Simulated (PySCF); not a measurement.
B(H)(Me)(SiH3) (CH7BSi), SMILES CB[SiH3]. Atoms are numbered in the order given.

```xyz
10

B     -0.0286    -0.8374     0.3638
H     -0.7420    -1.8196     0.3827
C      1.3436    -0.8995     1.0917
H      1.3683    -1.5582     1.9730
H      1.8229     0.0647     1.3136
H      1.9874    -1.3984     0.3328
Si    -0.6892     0.7646    -0.6821
H     -1.8165     1.3868     0.0921
H     -1.2388     0.3796    -2.0224
H      0.3495     1.8248    -0.8914
```

Geometry: PBE0-D3(BJ)/def2-SVP.

Method: PBE0/pcSseg-1 (PySCF).

GIAO shieldings, no solvent; atoms alike by connectivity are averaged. δ = σ(ref) − σ: ¹¹B against BF3 (σ = 88.8 ppm); ¹H against TMS (σ = 31.56 ppm); ¹³C against TMS (σ = 186.3 ppm); ²⁹Si against TMS (σ = 352.7 ppm), references at their B3LYP-D3(BJ)/def2-TZVP geometries, non-relativistic.

```
atoms        nucleus  count     δ (ppm)
-----------  -------  -----  ----------
B1               ¹¹B      1  (withheld)
H2                ¹H      1  (withheld)
H8, H9, H10       ¹H      3        3.94
H4, H5, H6        ¹H      3        2.12
C3               ¹³C      1  (withheld)
Si7             ²⁹Si      1       -99.1
```

What belongs in the gaps? (The exact figures need the calculation; the answer reports its results.)


- C3, δ (ppm): 28.4
- H2, δ (ppm): 9.99
- B1, δ (ppm): 99.8
